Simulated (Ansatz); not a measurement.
Start from `CNC` and change one element to get `C[AsH]C`.

Ansatz, PBE0-D4/def2-TZVP geometries, multiplicity 1. 

Scalar relativity is left out up to krypton.

| property | `CNC` |
| --- | --- |
| ideal-gas entropy at 298 K and 1 bar (rigid rotor, harmonic PBE0-D4/def2-TZVP) / J/(mol·K) | 271 |
| size of the dipole moment (ωB97M-V/def2-TZVPP) / D | 0.96 |
| HOMO energy (PBE0/def2-TZVPP) / eV | -6.37 |
| size of the dipole moment (B3LYP/def2-TZVPP) / D | 0.93 |
| HOMO energy (PBE/def2-TZVPP) / eV | -4.93 |
| HOMO–LUMO gap (ωB97M-V/def2-TZVPP) / eV | 11.40 |

(1) What does the change do to each property? (An estimate is asked.)

Results:

(1) Ansatz gave: 
```csv
property,`C[AsH]C`,shift
"ideal-gas entropy at 298 K and 1 bar (rigid rotor, harmonic PBE0-D4/def2-TZVP) / J/(mol·K)",309,38
size of the dipole moment (ωB97M-V/def2-TZVPP) / D,0.96,0.00
HOMO energy (PBE0/def2-TZVPP) / eV,-6.77,-0.40
size of the dipole moment (B3LYP/def2-TZVPP) / D,0.96,0.03
HOMO energy (PBE/def2-TZVPP) / eV,-5.68,-0.75
HOMO–LUMO gap (ωB97M-V/def2-TZVPP) / eV,11.20,-0.20
```

With PBE0 the HOMO falls by 0.40 eV and the LUMO falls by 0.55 eV, so the gap narrows by about 0.15 eV. PBE moves the HOMO by -0.75 eV and ωB97M-V by -0.19 eV. Dipoles are sizes alone; their direction can turn.

B3LYP here is the variant with VWN-RPA as its local correlation; programs differ in this.
